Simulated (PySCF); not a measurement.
Input for PySCF: R-B3LYP/LANL2DZ on C2H10OSi (a complex), monomers drawn apart or pushed together.

```python
from pyscf import gto, scf, dft, mp
from pyscf.data.elements import chemcore

mol = gto.M(
    atom='''
    Si   -0.05350744   -0.06743010   -0.08312070
    H    -1.23488905    0.19413194    0.76714472
    H    -0.39871861    0.31536175   -1.47674465
    H     0.30812747   -1.49903288   -0.06645538
    H     1.08787252    0.76881701    0.34872434
    C     0.08792220    1.29010491    3.58427438
    C    -0.28408958   -0.17612876    3.45504570
    O     0.52552421   -0.87007971    2.50637764
    H    -0.57520367    1.79376445    4.29130118
    H     0.01338645    1.79333993    2.61966367
    H     1.11174411    1.40368164    3.95172260
    H    -0.23298010   -0.67309344    4.43120274
    H    -1.30533014   -0.28038230    3.08720008
    H     1.45074447   -0.76367499    2.75359468
    ''',
    basis='lanl2dz',
    ecp={'Si': 'lanl2dz'},
    charge=0, spin=0, verbose=3, max_memory=1800)
mf = dft.RKS(mol, xc='b3lyp')
mf.conv_tol = 1e-8
mf.max_cycle = 100
mf.kernel()
if not mf.converged:
    mf = mf.newton().run(mf.mo_coeff, mf.mo_occ)
```

Program output:

```
converged SCF energy = -161.283882404296
```

The calculation finished and met its thresholds.

Cost: very roughly 12 core-seconds.
